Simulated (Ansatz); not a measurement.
# Two structures, one formula

The two ends of one reaction step of Si2H7Br, singlet (PBE0-D4/def2-TZVP).

A:

```
10
angstrom
Si -0.7551 -1.1086 -0.1490
H -0.6195 -0.6669 -1.5689
H -0.2001 -2.4847 -0.0534
H -2.2066 -1.1482 0.1707
Si 0.3749 0.3457 1.2950
H 0.3908 0.9614 -2.2251
Br 1.1739 2.1481 -2.3124
H 0.2046 -0.1390 2.6914
H -0.1863 1.7171 1.1863
H 1.8234 0.3751 0.9655
```

B:

```xyz
10
angstrom
Si -0.9617 0.0046 -0.0227
H 1.1722 -1.8788 -3.1723
H -0.6758 -1.3728 -0.4963
H -2.4022 0.1102 0.3204
Si 0.4185 0.6352 1.7541
H 0.8902 -1.1987 -3.0474
Br -0.5752 1.3928 -1.7280
H 0.1871 -0.2649 2.9162
H 0.1079 2.0341 2.1450
H 1.8391 0.5385 1.3309
```

Program: Ansatz 0.2.0. Basis: def2-TZVPP. Cores are frozen in the correlated methods. Filled d shells of the heavier atoms are correlated. The def2 sets are not built for correlating such inner shells, so the correlated values are less sure here. B3LYP uses VWN-RPA correlation.

Q: Which structure is lower at CCSD(T), and by how much? (Judge from chemistry; the value comes from the calculation.)

A: By the calculation: B, by 14.54 kcal/mol (electronic energy, against the other). By their contacts, A is a complex of Si₂H₆ ([SiH3][SiH3]) + HBr and B is a complex of Si₂H₅Br ([SiH3][SiH2][Br]) + H₂.

All methods give the same order:

| method | E(B) − E(A) (kcal/mol) |
| --- | --- |
| SPW92 | -12.92 |
| PBE-D4 | -15.41 |
| BLYP-D4 | -15.18 |
| r2SCAN-D4 | -16.36 |
| B97M-V | -14.13 |
| PBE0-D4 | -15.61 |
| B3LYP-D4 | -15.21 |
| r2SCAN0-D4 | -16.35 |
| BHLYP-D4 | -15.60 |
| CAM-B3LYP-D4 | -14.14 |
| wB97X-V | -15.32 |
| wB97M-V | -15.83 |
| B2PLYP | -15.42 |
| PBE-QIDH | -16.30 |
| RPA on PBE | -13.73 |
| HF | -15.02 |
| MP2 | -17.03 |
| CCSD | -14.12 |
| CCSD(T) | -14.54 |

The T1 diagnostic stays at or below 0.010.

Labels in which every atom is bracketed show which atoms are joined, not bond orders.

For scale, one of the runs: CCSD(T)/def2-TZVPP, 230 basis functions, launched by `ansatz run in.yaml --threads 4 --pin off --events-out ev --progress --plain --max-ram 9574MiB`. Time: 80 s of wall clock on 4 CPU threads of an Arm Neoverse V2; the host was shared. Peak host memory: 3.6 GiB.
